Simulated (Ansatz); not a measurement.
Zn2O2⁺ (the lowest doublet isomer of a short search) was relaxed with PBE-D4 (def2-SVP) in Ansatz in these states: charge +1 doublet, charge +1 quartet. The geometries follow in no particular order.

A:

```
atom    x (Å)    y (Å)    z (Å)
 Zn1   0.0218  -0.7437   0.9829
 Zn2   2.5082  -1.2424   1.4553
  O3  -1.2699   0.6281  -0.7351
  O4  -1.2602   1.3581  -1.7031
```

B:

```xyz
4

Zn    1.4072    0.8183    0.0681
Zn    0.3868   -1.0367   -1.1942
O    -0.6377    0.5868    0.8858
O    -1.1564   -0.3684    0.2403
```

Judge from the bond lengths which geometry belongs to which state (an estimate).

A is the charge +1 quartet (Zn2–O4 5.562 Å, Zn1–O3 2.550 Å, Zn1–Zn2 2.580 Å); B is the charge +1 doublet (Zn2–O4 2.210 Å, Zn1–O3 2.214 Å, Zn1–Zn2 2.465 Å).

At PBE0-D4/def2-TZVP a doublet lies 0.14 eV below the charge +1 quartet. These are the stationary points nearest to one start from a short search; other shapes may lie lower in each state. The charge +1 quartet has come apart into loosely held pieces.
